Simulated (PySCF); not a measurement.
A calculated (M06-L, PySCF 2.14, x2c-TZVPPall, the spin-free X2C one-electron Hamiltonian (Gaussian nucleus)) atom or ion has these occupied shells.

```tsv
shell	electrons	orbital energy (eV)	rms radius, mean of both spins (bohr)
1s α	1	-57304.5	0.0231
1s β	1	-57304.5	0.0231
2s α	1	-9673.0	0.0935
2s β	1	-9672.9	0.0935
2p α	3	-8570.7	0.0844
2p β	3	-8570.6	0.0844
3s α	1	-2197.9	0.240
3s β	1	-2196.2	0.240
3p α	3	-1858.6	0.241
3p β	3	-1856.9	0.241
3d α	5	-1425.1	0.221
3d β	5	-1423.7	0.221
4s α	1	-458.50	0.539
4s β	1	-453.43	0.539
4p α	3	-345.72	0.573
4p β	3	-340.93	0.573
4d α	5	-191.90	0.627
4d β	5	-187.58	0.627
5s α	1	-71.790	1.32
5s β	1	-69.991	1.32
5p α	3	-45.147	1.55
5p β	3	-43.679	1.55
4f α	7	-25.456	0.875
4f β	4	-22.939	0.875
5d α	1	-15.972	2.72
```

Name the element and its charge.

Er(2+) (erbium, charge +2), in [Xe] 4f11 5d1, one real determinant (an excited configuration).
